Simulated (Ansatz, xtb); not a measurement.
**C5H2ClNS: 6 structures ranked**

6 gas-phase structures of C5H2ClNS, from a drawn sample of its isomers (lower ones may exist). Each was relaxed with GFN2-xTB:

A. `C#Cc1nc(Cl)cs1`, a singlet
B. `C#Cc1cnc(Cl)s1`, a singlet
C. `C#Cc1ncsc1Cl`, a singlet
D. `C#Cc1scnc1Cl`, a singlet
E. `C#Cc1ncc(Cl)s1`, a singlet
F. `C#Cc1csc(Cl)n1`, a singlet

Question: Which do you expect lowest at r2SCAN-D4/def2-SVP, and how would the others follow?

Answer: Calculated order at r2SCAN-D4/def2-SVP: D (0.0), B (0.4), A (1.4), F (2.6), E (4.3), C (5.1) kcal/mol. Less than 1 kcal/mol parts D and B; B and A; E and C, so the order within those pairs means little.

Energies above the lowest of each column, in kcal/mol; the last columns are at PBE0-D3(BJ)/def2-SVP geometries:

```json
{"structure": "D", "GFN2-xTB": "0.0", "HF/STO-3G": "0.0", "r2SCAN-D4/def2-SVP": "0.0", "PBE0-D3(BJ)/def2-SVP": "0.0", "CCSD(T)/def2-SVP + ΔMP2/def2-TZVPP": "0.0"}
{"structure": "B", "GFN2-xTB": "0.8", "HF/STO-3G": "0.8", "r2SCAN-D4/def2-SVP": "0.4", "PBE0-D3(BJ)/def2-SVP": "0.5", "CCSD(T)/def2-SVP + ΔMP2/def2-TZVPP": "0.9"}
{"structure": "A", "GFN2-xTB": "0.1", "HF/STO-3G": "1.3", "r2SCAN-D4/def2-SVP": "1.4", "PBE0-D3(BJ)/def2-SVP": "1.5", "CCSD(T)/def2-SVP + ΔMP2/def2-TZVPP": "1.0"}
{"structure": "F", "GFN2-xTB": "2.2", "HF/STO-3G": "1.9", "r2SCAN-D4/def2-SVP": "2.6", "PBE0-D3(BJ)/def2-SVP": "2.3", "CCSD(T)/def2-SVP + ΔMP2/def2-TZVPP": "1.6"}
{"structure": "E", "GFN2-xTB": "2.0", "HF/STO-3G": "3.6", "r2SCAN-D4/def2-SVP": "4.3", "PBE0-D3(BJ)/def2-SVP": "4.4", "CCSD(T)/def2-SVP + ΔMP2/def2-TZVPP": "4.1"}
{"structure": "C", "GFN2-xTB": "3.2", "HF/STO-3G": "3.2", "r2SCAN-D4/def2-SVP": "5.1", "PBE0-D3(BJ)/def2-SVP": "4.8", "CCSD(T)/def2-SVP + ΔMP2/def2-TZVPP": "3.7"}
```

Every level run on D puts it lowest or level with the lowest. CCSD(T)/def2-SVP + ΔMP2/def2-TZVPP orders those it was run on as D (0.0), B (0.9), A (1.0), F (1.6), C (3.7), E (4.1) kcal/mol. Less than 1 kcal/mol parts D and B; B and A; A and F; C and E, so the order within those pairs means little. ΔMP2 is the change of the MP2 energy from the smaller to the larger basis.

Over these structures GFN2-xTB departs from r2SCAN-D4/def2-SVP by 0.9 kcal/mol on average once a common shift is removed. A GFN2-xTB relaxation took about 0.32 s and the r2SCAN-D4/def2-SVP energy about 5.7 s on a shared host (Ansatz 0.2.0, xtb 6.7.1).
